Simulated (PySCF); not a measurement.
**Curvature of the energy in the electron number along the second row, charge +1**

Calculated with PySCF 2.14, in def2-TZVP, non-relativistic: one orbital is emptied in steps, and each cell gives the departure of E from the straight line at half an electron, in eV (from a cubic fit). The exact functional gives zero.

| species | orbital | LDA | PBE | PBE0 | BHandHLYP | LC-wPBE | UHF |
| --- | --- | --- | --- | --- | --- | --- | --- |
| Be⁺ | 2s alpha | -0.92 | -0.96 | -0.70 | -0.54 | -0.07 | 0.00 |
| B⁺ | 2s beta | -1.26 | -1.24 | -0.92 | -0.67 | -0.21 | 0.08 |
| C⁺ | 2p alpha | -1.77 | -1.74 | -1.26 | -0.80 | -0.51 | 0.17 |
| N⁺ | 2p alpha | -2.04 | -1.98 | -1.42 | -0.86 | -0.70 | 0.28 |
| O⁺ | 2p alpha | -2.32 | -2.24 | -1.59 | -0.94 | -0.91 | 0.38 |
| F⁺ | 2p beta | -2.29 | -2.25 | -1.55 | -0.91 | -0.89 | 0.51 |
| Ne⁺ | 2p beta | -2.57 | -2.48 | -1.69 | -0.94 | -1.10 | 0.65 |

**Question.** How does the mean departure depend on the functional?

**Answer.** LDA -1.88 eV; PBE -1.84 eV; PBE0 -1.30 eV; BHandHLYP -0.81 eV; LC-wPBE -0.63 eV; UHF 0.29 eV. Semilocal functionals are convex (delocalisation error), Hartree-Fock is concave or straight, and exact exchange removes curvature roughly in proportion to its share, so among the functionals the range-separated hybrids usually come closest to zero.
